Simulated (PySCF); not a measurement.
## Spin-rotation constants: `InChI=1S/C4H11AsGe/c1-4(2)6-5-3/h5H,1,6H2,2-3H3`

Geometry:
```csv
atom,x (Å),y (Å),z (Å)
C1,-1.436,-1.258,-0.943
C2,-1.255,-0.322,-0.003
C3,-1.970,0.996,-0.016
Ge4,0.046,-0.634,1.419
As5,1.868,0.929,1.045
C6,2.477,0.072,-0.631
H7,-0.907,-2.216,-0.922
H8,-2.134,-1.102,-1.776
H9,-1.257,1.837,-0.039
H10,-2.639,1.089,-0.886
H11,-2.574,1.129,0.897
H12,0.526,-2.100,1.340
H13,-0.584,-0.362,2.802
H14,2.812,0.171,1.977
H15,1.715,0.253,-1.403
H16,3.418,0.543,-0.952
H17,2.629,-1.010,-0.527
```

Theory: GIAO BHandHLYP/pcSseg-1 magnetisability, rotational g tensor and spin-rotation constants, non-relativistic, gas phase in PySCF 2.14.0. Geometry: PBE0-D3(BJ)/def2-SVP.

The calculation is non-relativistic, which matters for the atoms heavier than Zn.

(1) Give the nuclear spin-rotation constants along the inertial axes (H = +C I·J) beside the isotropic shieldings.

(2) How do the rotational constants and the g tensor change when H7, H8, H9, H10, H11, H12, H13, H14, H15, H16, H17 are replaced by deuterium?

## Answers

(1) Rotational constants 2.2377, 0.9056, 0.8444 GHz. A star marks the isotopologue with that one atom substituted, in its own axes.
| atom | isotope | Caa (kHz) | Cbb (kHz) | Ccc (kHz) | mean (kHz) | σ (ppm) |
| --- | --- | --- | --- | --- | --- | --- |
| As5 | 75As | 2.720 | 0.982 | 0.978 | 1.560 | 1774.8 |
| H7 | 1H | -0.222 | -0.074 | 0.053 | -0.081 | 25.9 |
| H8 | 1H | -0.046 | -0.002 | -0.075 | -0.041 | 25.6 |
| H9 | 1H | -0.022 | -0.083 | -0.066 | -0.057 | 29.4 |
| H10 | 1H | -0.107 | -0.028 | -0.086 | -0.074 | 29.5 |
| H11 | 1H | -0.207 | -0.033 | -0.043 | -0.094 | 29.4 |
| H12 | 1H | -0.199 | -0.069 | 0.021 | -0.082 | 27.1 |
| H13 | 1H | -0.186 | -0.009 | -0.037 | -0.077 | 27.0 |
| H14 | 1H | -0.134 | -0.037 | -0.068 | -0.080 | 29.1 |
| H15 | 1H | -0.118 | -0.045 | -0.089 | -0.084 | 30.9 |
| H16 | 1H | -0.022 | -0.074 | -0.091 | -0.062 | 30.5 |
| H17 | 1H | -0.215 | -0.076 | -0.013 | -0.102 | 30.3 |
| C1 | 13C* | 0.620 | 0.274 | 0.329 | 0.408 | 48.3 |
| C2 | 13C* | 0.628 | 0.290 | 0.389 | 0.436 | 29.4 |
| C3 | 13C* | 0.376 | 0.143 | 0.120 | 0.213 | 158.8 |
| Ge4 | 73Ge* | -0.591 | -0.253 | -0.229 | -0.357 | 1485.4 |
| C6 | 13C* | 0.249 | 0.117 | 0.097 | 0.154 | 183.7 |

For the geometry as given, no vibrational averaging.

(2) Constants 1.8259, 0.7987, 0.7516 GHz; g -0.0111, -0.0037, -0.0046, against -0.0133, -0.0044, -0.0051 before.
